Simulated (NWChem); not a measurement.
System: PbBr cation, singlet; SMILES [Br][Pb+]

```xyz
2

Pb     0.0000     0.0000    -0.7469
Br     0.0000     0.0000     1.7397
```
Atoms are numbered in this order, from 1.

Level: PBE0-D3(BJ)/def2-TZVP with def2 effective core potentials on Pb (NWChem), optimised geometry, unscaled harmonic frequencies. Low-valent species are run as closed-shell singlets; no triplet was tried in these runs. This build's default masses of Se (78.918 u) and Br (79.917 u) are each other's, which moves their modes by up to 0.6 %. def2 effective core potentials on Pb; no spin-orbit coupling.

Task: List the harmonic frequencies with IR intensities, and the thermochemistry.

Result: 
| frequency (cm⁻¹) | IR intensity (km/mol) |
|---|---|
| 262 | 25.2 |

zero-point energy: 0.4 kcal/mol
thermal correction to the enthalpy at 298.15 K (with zero-point energy): 2.7 kcal/mol
heat capacity Cv: 6.7 cal/(mol K)
entropy at 298.15 K and 1 atm (symmetry number 1): 63.1 cal/(mol K)

Rigid rotor and harmonic oscillator.
